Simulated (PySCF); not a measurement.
A geometry optimisation on `C[S][AlH2-][SbH3+]`.

Method: PBE0-D3(BJ)/def2-SVP geometry optimisation, gas phase, def2 core potentials past Kr (PySCF 2.14.0). Start geometry: GFN2-xTB. A driver script takes a list of jobs; this job's settings line and coordinates (Å) are shown.

Input:
```
{"job": {"xc": "PBE0", "basis": "def2-SVP", "d3": "d3bj", "grid": 1, "maxiter": 30, "shake": 0.01, "kind": "geom"}, "charge": 0, "multiplicity": 1}
C      2.765130     0.272840     0.271650
S      1.339610     0.869260    -0.774130
Al    -0.008060    -0.789930    -0.228080
Sb    -2.471200     0.385610    -0.395900
H      3.493480    -0.161990    -0.382100
H      2.394480    -0.415880     1.009530
H      3.170410     1.168350     0.762280
H     -0.300290    -1.942020    -1.206270
H     -0.074710    -1.055670     1.333560
H     -3.770410    -0.702290    -0.581550
H     -3.471200     1.627930    -0.985030
H     -3.027550     0.715520     1.167000
```

Output:
```
step   0  E = -923.24056411  max force = 0.028723
step   1  E = -923.24844982  max force = 0.011450
step   2  E = -923.25016582  max force = 0.005080
step   3  E = -923.25258074  max force = 0.004414
step   4  E = -923.25422107  max force = 0.006914
step   5  E = -923.25566842  max force = 0.005187
step   6  E = -923.25613729  max force = 0.001835
step   7  E = -923.25634848  max force = 0.001431
step   8  E = -923.25649826  max force = 0.002012
step   9  E = -923.25684567  max force = 0.002535
step  10  E = -923.25719831  max force = 0.004575
step  11  E = -923.25764717  max force = 0.003927
step  12  E = -923.25805597  max force = 0.002693
step  13  E = -923.25807464  max force = 0.001577
step  14  E = -923.25822147  max force = 0.000716
step  15  E = -923.25824215  max force = 0.000360
step  16  E = -923.25826893  max force = 0.000536
step  17  E = -923.25828413  max force = 0.000559
step  18  E = -923.25831121  max force = 0.000378
step  19  E = -923.25832536  max force = 0.000412
optimisation converged
```

Energies in Eh; «max force» is the largest Cartesian gradient component in Eh/bohr.

Q: How much energy does the optimisation release, in eV?

A: E(step 0) − E(last step) = 0.017761 Eh, which is 0.483 eV.

Q: Give the first gradient maximum in eV/Å.

A: With 1 Eh/bohr = 51.422 eV/Å, 1.477 eV/Å.

Main results: final energy -923.25833 Eh after 19 steps; dipole 2.95 D.

Q: Give the final coordinates.

A: 1.197 Å rms from the input after alignment:
```
atom  x, y, z in Å
C1     1.9717    0.6287    0.5662
S2     1.3258    0.3191   -1.1146
Al3    0.1259   -1.5308   -0.8085
Sb4   -2.0358    0.1961   -0.0656
H5     2.7798   -0.0735    0.8124
H6     1.1891    0.5521    1.3354
H7     2.3742    1.6507    0.5830
H8    -0.4802   -2.1504   -2.1407
H9     0.3550   -2.3415    0.5424
H10   -3.6207    0.0702    0.5680
H11   -2.4322    1.2683   -1.3183
H12   -1.5124    1.3828    1.0311
```

Hardware: Arm Neoverse V2, one thread, no GPU, shared host. Cost: 1.7 min of wall time, 0.50 GiB resident at most.
Labels such as C1 count atoms from 1, the log's own numbers from 0.
